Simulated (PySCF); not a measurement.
A run for PySCF: R-HF/STO-3G on AsH3 (SMILES [AsH3]).

```python
from pyscf import gto, scf, dft, mp
from pyscf.data.elements import chemcore

mol = gto.M(
    atom='''
    As   -0.16615097    0.28404701    2.80959058
    H     0.62439474   -0.09216898    4.04940483
    H    -1.49522954   -0.17146123    3.38382181
    H    -0.35317878    1.72967847    3.23249768
    ''',
    basis='sto-3g',
    charge=0, spin=0, verbose=3, max_memory=1800)
mf = scf.RHF(mol)
mf.conv_tol = 1e-8
mf.max_cycle = 100
mf.kernel()
if not mf.converged:
    mf = mf.newton().run(mf.mo_coeff, mf.mo_occ)
```

What total energy does the run end on?

-2211.0088 hartree.
